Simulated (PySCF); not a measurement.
An unknown is described by computed data only.

Formula: C6H8F3P.

| Item | Value |
| --- | --- |
| NMR, other nuclei | isotropic shieldings of nuclei other than C and H, by class: 253 (3 F), 513 (1 P) ppm [GIAO KT3/pcSseg-1] |
| Dipole | 3.05 D [CAM-B3LYP/def2-SVPD] |
| 1H NMR | chemical shifts (computed TMS as zero) by class: 7.16 (1 H), 2.49 (3 H), 1.47 (2 H), 0.74 (2 H) ppm [GIAO KT3/pcSseg-1] |
| Polarisability | 97.3 au [CAM-B3LYP/def2-SVPD] |
| UV, first state | lowest singlet excitation: 5.24 eV (237 nm, f = 0.001) [TDDFT CAM-B3LYP/def2-SVPD] |
| UV, strongest line | among the 10 lowest singlet transitions: S7 at 7.27 eV (171 nm, f = 0.204) [TDDFT CAM-B3LYP/def2-SVPD] |
| Rotational structure | rotational constants A, B, C: 2.466, 0.477, 0.462 GHz [PBE0-D3(BJ)/def2-SVP] |
| 13C NMR | chemical shifts (computed TMS as zero) by class: 130.9 (1 C), 129.4 (1 C), 106.2 (1 C), 31.3 (1 C), 28.5 (1 C), 17.5 (1 C) ppm [GIAO KT3/pcSseg-1] |
| Triplet | lowest triplet excitation (Tamm–Dancoff): 4.18 eV [TDA CAM-B3LYP/def2-SVPD] |
| Valence photoelectron | vertical ionisation energy: 8.70 eV [ΔSCF CAM-B3LYP/def2-SVPD] |

Electronic properties: PySCF, gas phase, density fitting. Levels stand in brackets. Geometry: PBE0-D3(BJ)/def2-SVP, one conformer, isolated molecule. Each NMR value is the plain mean over a class of atoms that symmetry, rotation or inversion makes alike.

Q: What is the compound? Reason from the data.

A: Numbering: `[CH3:1][C:2]1=[CH:3][P:4]1[CH2:5][CH2:6][C:7]([F:8])([F:9])[F:10]`. 6 carbons fall into 6 classes; from least to most shielded: fully substituted alkene carbon [C2] (130.9 ppm), CF3 carbon [C7] (129.4 ppm), alkene CH carbon [C3] (106.2 ppm), chain CH2 carbon [C6] (31.3 ppm), chain sp3 carbon bound to phosphorus [C5] (28.5 ppm), allylic carbon [C1] (17.5 ppm). Hydrogen classes from least to most shielded: 1 H on an alkene CH carbon, C3 (7.16 ppm), 3 H on an allylic carbon, C1 (2.49 ppm), 2 H on a chain CH2 carbon, C6 (1.47 ppm), 2 H on an sp3 carbon bound to phosphorus, C5 (0.74 ppm, a mean of values up to 0.6 ppm apart in this geometry). The other shieldings belong to: 253 ppm, fluorine of a CF3 group [F8/F9/F10]; 513 ppm, phosphine phosphorus [P4]. The first electron is taken from the HOMO, whose largest Löwdin shares are 0.45 on the phosphine phosphorus, 0.16 on the alkene CH carbon, 0.15 on the sp3 carbon bound to phosphorus and 0.15 on the fully substituted alkene carbon. The optimised geometry has point group C1 and is an asymmetric top. Structure: `CC1=CP1CCC(F)(F)F`. Computed isomers that give other values at the same levels: `CC#CP(C)CC(F)(F)F` (rotational constant A: 2.211 GHz; this holds for the one conformer computed); `CC1=CCCP1C(F)(F)F` (rotational constant A: 1.594 GHz; this holds for the one conformer computed); `CC1=CCP(C(F)(F)F)C1` (rotational constant A: 1.979 GHz; this holds for the one conformer computed). The assignments are read from this structure; whether some other isomer fits the data as well wasn't checked.

Shape of the structure used: `[CH3:1][C:2]1=[CH:3][P:4]1[CH2:5][CH2:6][C:7]([F:8])([F:9])[F:10]`: C3–P4–C5–C6 66°, P4–C5–C6–C7 179°, C5–C6–C7–F8 59°.
